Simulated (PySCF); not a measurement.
Excitations are Tamm–Dancoff values on a coarser integration grid. The basis has no diffuse functions, so Rydberg states are missing or too high.

Cartesian coordinates (Å):
```xyz
7

O      1.3884    -0.7271    -0.4141
Sn    -0.0177     0.5835     0.0211
O     -1.7188    -0.3312    -0.3418
H      1.8319    -1.0670     0.3702
H      0.1002     0.9756     1.6823
H      0.0599     1.8496    -1.1034
H     -1.6439    -1.2836    -0.2141
```
Charge 0, spin multiplicity 1.

Problem. Estimate the dipole moment, total energy, LUMO, S1 oscillator strength, S1 excitation (TDA), S1–T1 gap (TDA), HOMO–LUMO gap and HOMO that r2SCAN-D4/def2-TZVP (PySCF) returns for this input.

Solution. 
```json
{
 "dipole_moment": "2.24 D",
 "total_energy": "-367.2461 Ha",
 "LUMO": "-0.98 eV",
 "S1 oscillator strength": "0.032",
 "S1 excitation (TDA)": "6.27 eV",
 "S1–T1 gap (TDA)": "0.67 eV",
 "HOMO–LUMO gap": "6.11 eV",
 "HOMO": "-7.09 eV"
}
```
